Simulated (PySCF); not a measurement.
# Correlation energy of Ru²⁶⁺ (ruthenium, charge +26)

[Ar], closed-shell 1S. All numbers are calculated (PySCF 2.14, no relativity, point nucleus, in an uncontracted even-tempered set (16 s from 3.4 bohr⁻², ratio 2.5; 11 p from 4.4 bohr⁻², ratio 2.5; 5 d from 21 bohr⁻², ratio 2.7; 4 f from 32 bohr⁻², ratio 2.7)). Frozen: 1s2; 16 electrons correlated; the 17 highest virtual orbitals of each spin left out.

```json
{"level": "CCSD", "correlation energy (mhartree)": "-626.53"}
{"level": "(T)", "correlation energy (mhartree)": "-1.88"}
{"level": "CCSD(T)", "correlation energy (mhartree)": "-628.41"}
```

Diagnostics: T1 = 0.00055, D1 = 0.0013, largest double amplitude 0.020.

A non-relativistic calculation at this Z misses sizeable relativistic shifts.

Cost of the coupled-cluster step: roughly 18 core-seconds, for 16 correlated electrons.

Iterations:

```
CC2 = 0
CCSD nocc = 8, nmo = 84
frozen orbitals [0, 85, 86, 87, 88, 89, 90, 91, 92, 93, 94, 95, 96, 97, 98, 99, 100, 101]
max_cycle = 100
direct = 0
conv_tol = 1e-08
conv_tol_normt = 1e-06
diis_space = 8
diis_start_cycle = 0
Init t2, MP2 energy = -3998.20947024493  E_corr(MP2) -0.615452103087701
Init E_corr(CCSD) = -0.615452103087705
cycle = 1  E_corr(CCSD) = -0.624292386743357  dE = -0.00884028366  norm(t1,t2) = 0.00631661
cycle = 2  E_corr(CCSD) = -0.626211860307698  dE = -0.00191947356  norm(t1,t2) = 0.00118082
cycle = 3  E_corr(CCSD) = -0.626533209564641  dE = -0.000321349257  norm(t1,t2) = 0.000228166
cycle = 4  E_corr(CCSD) = -0.626529689282973  dE = 3.52028167e-06  norm(t1,t2) = 8.24741e-06
cycle = 5  E_corr(CCSD) = -0.626528795018901  dE = 8.94264072e-07  norm(t1,t2) = 3.36184e-07
cycle = 6  E_corr(CCSD) = -0.626528800286746  dE = -5.26784505e-09  norm(t1,t2) = 3.30653e-08
CCSD converged
E(CCSD) = -3998.22054694213  E_corr = -0.6265288002867457
CCSD(T) correction = -0.00187689431454191
```

At this charge a non-relativistic calculation is a model, useful for the Z dependence of the correlation energy.
